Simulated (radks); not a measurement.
Results of a calculation; reference values are marked as such.
Spherical quantum dot in the effective-mass picture: electrons in a parabolic well V = omega^2 r^2 / 2 with omega = 0.802, with a point charge +1 (a donor) at the centre, all in effective atomic units (hartree* = m*/eps^2 hartree, bohr* = eps/m* bohr), one dielectric constant everywhere. Level of theory: non-relativistic Kohn-Sham, LDA (Slater exchange, Perdew-Wang correlation), spin-polarised, spherical densities (a radial shooting solver with Libxc functionals). Levels are named by radial order and angular momentum (1s, 1p, 1d, 2s, ...), and open shells are averaged over m. Results are scaled to m* = 0.341 and eps = 4.9, for which hartree* = 386.5 meV and bohr* = 0.7604 nm.

N = 23, configuration 1s2 1p6 1d10 2s2 1f(up 3, down 0). This is the lowest configuration that the search found. Occupied and some empty levels:

level,occupation,eigenvalue (meV),<r> (nm)
1s up,1,3610.7,1.208
1s down,1,3614.8,1.187
1p up,3,3791.6,1.817
1p down,3,3801.2,1.804
2s up,1,3902.2,1.754
2s down,1,3911.0,1.764
1d up,5,3945.8,2.093
1d down,5,3957.7,2.087
1f up,3,4113.3,2.294
1f down,0,4126.0,2.293
2p up,0,4153.8,1.977
2p down,0,4161.5,1.983
1g up,0,4295.3,2.459
1g down,0,4308.1,2.461
2d up,0,4364.4,2.207
2d down,0,4372.4,2.210

Energy (meV): total 54970.5, kinetic 6478.7, external 16271, Hartree 35808, exchange-correlation -3587.0.

Electron density:

r (nm),n(r) (e/nm^3)
0.0816,1.952
0.287,1.146
0.492,0.6952
0.697,0.4579
0.902,0.3516
1.11,0.3230
1.31,0.3318
1.52,0.3466
1.72,0.3450
1.93,0.3164
2.13,0.2621
2.34,0.1937
2.54,0.1265
2.75,0.07222
2.95,0.03588
3.16,0.01552
3.36,0.005797
3.57,0.001884
3.77,0.0005285
3.98,0.0001289
